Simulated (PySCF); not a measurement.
**How the method changes the constants of SrBe**

State: ¹Σ⁺ (singlet), closed shell. Set-up: Sr x2c-SVPall, Be x2c-SVPall; spin-free X2C with a Gaussian nucleus (PySCF 2.14). De refers to Sr + Be in their ground configurations, without counterpoise correction. A positive dipole means Sr(−)Be(+). Levels whose curve was spin-contaminated or gave no clean fit are not listed.

| Level | Re (Å) | ωe (cm⁻¹) | De (eV) | μ (D) |
| --- | --- | --- | --- | --- |
| PBE | 3.443 | 171 | 0.333 | -1.33 |
| BLYP | 3.518 | 148 | 0.189 | -1.21 |
| TPSS | 3.466 | 171 | 0.313 | -1.27 |
| r²SCAN | 3.492 | 165 | 0.297 | -1.24 |
| M06-L | 3.495 | 165 | 0.296 | -0.90 |
| PBE0 | 3.537 | 148 | 0.237 | -1.06 |

The bond length runs from 3.443 Å (PBE) to 3.537 Å (PBE0). De spans 0.19 eV (BLYP, GGA) to 0.33 eV (PBE, GGA).

Closed-shell solutions of metal pairs were not tested for spin polarisation, which can lower them a little. The bond is weak. Basis-set superposition, not corrected here, can be much of De in a small basis, most of all at correlated wavefunction levels. Functionals without a dispersion term scatter widely for such bonds, and LDA overbinds them.
